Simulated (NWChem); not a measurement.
System meant: CH3CdFN2; SMILES [NH]1=C[NH][Cd]<-1[F]

The following NWChem deck was run.

```
start job
memory heap 200 mb stack 900 mb global 1100 mb
geometry units angstroms noautoz
  Cd    -0.002087    -0.532369    -0.399068
  F     -0.001918    -2.499346    -0.423342
  C     -0.002318     2.109071    -0.366906
  N     -1.130107     1.413187    -0.369449
  N      1.125601     1.413626    -0.379696
  H     -0.002470     3.221989    -0.356242
  H     -2.015747     1.921965    -0.359596
  H      2.011069     1.922734    -0.377837
end
basis spherical
  Cd library def2-svp
  F library def2-svp
  C library def2-svp
  N library def2-svp
  H library def2-svp
end
ecp
  Cd library def2-ecp
end
dft
  xc b3lyp
  iterations 4
  mulliken
end
task dft energy
```

End of the output:

```
    Atom       Charge   Shell Charges
 -----------   ------   -------------------------------------------------------
    1 Cd  20    19.50   0.01  0.99  0.93  0.49  0.25  5.64  0.69  0.32  8.72  1.45  0.00
    2 F    9     9.35   1.98  1.03  0.83  3.20  2.31  0.00
    3 C    6     5.91   1.96  0.60  0.29  1.82  1.06  0.19
    4 N    7     7.19   1.97  0.75  0.46  2.24  1.73  0.04
    5 N    7     7.19   1.97  0.75  0.46  2.24  1.73  0.04
    6 H    1     0.98   0.64  0.28  0.06
    7 H    1     0.93   0.59  0.22  0.12
    8 H    1     0.93   0.59  0.22  0.12

 center of mass
 --------------
 x =   0.00003311 y =  -0.18614760 z =   0.00000000

 moments of inertia (a.u.)
 ------------------
        1123.548660902060          -0.000000001098           0.000000000000
          -0.000000001098         156.403087707294           0.000000000000
           0.000000000000           0.000000000000         967.145723550199

     Multipole analysis of the density
     ---------------------------------

     L   x y z        total         alpha         beta         nuclear
     -   - - -        -----         -----         ----         -------
     0   0 0 0     -0.000000    -26.000000    -26.000000     52.000000

     1   1 0 0     -0.002200     -0.001437     -0.001437      0.000674
     1   0 1 0      1.857731    -10.332565    -10.332565     22.522861
     1   0 0 1     -0.000000     -0.000000     -0.000000      0.000000

     2   2 0 0    -31.210540    -15.605299    -15.605299      0.000059
     2   1 1 0     -0.008037      0.006734      0.006734     -0.021505
     2   1 0 1      0.000000      0.000000      0.000000      0.000000
     2   0 2 0    -33.940900   -260.321324   -260.321324    486.701747
     2   0 1 1     -0.000000     -0.000000     -0.000000      0.000000
     2   0 0 2    -28.476917    -60.513958    -60.513958     92.551000

 ------------------------------------------------------------------------
 dft energy failed                                                                                  0
 ------------------------------------------------------------------------
 ------------------------------------------------------------------------
  current input line :
    28: task dft energy
 ------------------------------------------------------------------------
 ------------------------------------------------------------------------
 This type of error is most commonly associated with calculations not reaching convergence criteria
 ------------------------------------------------------------------------
 For more information see the NWChem manual at https://nwchemgit.github.io

0:dft energy failed:Received an Error in Communication
```

Question: Can this run be used? If not, why, and what is the fix?

Answer: The run did not converge; its last values are not results. Cause: the SCF was allowed too few iterations. This input runs:
```
start job
memory heap 200 mb stack 900 mb global 1100 mb
geometry units angstroms noautoz
  Cd    -0.002087    -0.532369    -0.399068
  F     -0.001918    -2.499346    -0.423342
  C     -0.002318     2.109071    -0.366906
  N     -1.130107     1.413187    -0.369449
  N      1.125601     1.413626    -0.379696
  H     -0.002470     3.221989    -0.356242
  H     -2.015747     1.921965    -0.359596
  H      2.011069     1.922734    -0.377837
end
basis spherical
  Cd library def2-svp
  F library def2-svp
  C library def2-svp
  N library def2-svp
  H library def2-svp
end
ecp
  Cd library def2-ecp
end
dft
  xc b3lyp
  iterations 150
  mulliken
end
task dft energy
```
It converges to -416.86592 Ha (B3LYP/def2-SVP with def2 effective core potentials on Cd).
